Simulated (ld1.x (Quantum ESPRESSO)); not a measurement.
## antimony, TM: configuration errors across variants

- Element: antimony
- Generator: ld1.x (Quantum ESPRESSO) 7.5
- Type: norm-conserving Troullier–Martins (Kleinman–Bylander form)
- Functional: PBE
- Relativity: fully relativistic
- Frozen core: [Kr]
- Valence charge: 15
- Reference configuration: 4d10 5s1.5 5p3.5
- Partial waves: 5s (bound): rc 1.60 bohr; 5p (bound): rc 2.50 bohr; 4d (bound): rc 1.50 bohr
- Local potential: all-electron potential smoothed inside 1.65 bohr (lloc = -2)
- Core correction: Bessel-smoothed model core, default radius (core density twice the valence density)

Open shells are filled in proportion to 2j + 1 (rel_dist='average').

All-electron excitation energies from the reference (eV): (1) 4d10 5s2 5p3 -4.016; (2) 4d10 5s2 5p2 4.317; (3) 4d10 5s2 5p1 20.306; (4) 4d10 5s1 5p4 4.070; (5) 4d9 5s2 5p4 27.060; (6) 4d9 5s2 5p3 36.693; (7) 4d10 5s2 5p2.5 -0.746.

The default core radius of the base comes out at 0.61 bohr.

Errors AE − PS in meV (a dash: test not solved or not reliable):

```tsv
change	(1)	(2)	(3)	(4)	(5)	(6)	(7)	bound ghosts
base	+0.2	-0.3	+6.2	+0.1	-113	+3.9	-0.8	none
core correction none	+0.8	+0.1	+9.2	+0.7	-69	+43	-0.3	none
core correction Bessel-smoothed model core inside 0.64 bohr	+0.2	-0.3	+6.2	+0.1	-113	+3.8	-0.8	none
core correction Bessel-smoothed model core inside 0.78 bohr	+0.2	-0.3	+6.2	+0.1	-114	+3.1	-0.8	none
core correction Bessel-smoothed model core inside 0.94 bohr	+0.2	-0.3	+6.2	+0.1	-114	+3.1	-0.8	none
core correction Bessel-smoothed model core inside 1.20 bohr	+0.2	-0.3	+6.2	+0.1	-114	+2.9	-0.8	none
core correction Bessel-smoothed model core inside 1.36 bohr	+0.2	-0.3	+6.2	+0.1	-111	+5.4	-0.8	none
core correction Bessel-smoothed model core inside 1.52 bohr	+0.2	-0.3	+6.3	+0.1	-105	+11	-0.7	none
core correction Bessel-smoothed model core inside 1.64 bohr	+0.3	-0.3	+6.3	+0.1	-98	+18	-0.7	none
core correction Bessel-smoothed model core inside 1.76 bohr	+0.3	-0.3	+6.5	+0.1	-91	+25	-0.7	none
```

(1) Give the same row for: core correction Bessel-smoothed model core inside 1.06 bohr.

Answers

(1) +0.2, -0.3, +6.2, –, -114, +2.8, -0.8; bound ghosts: none.
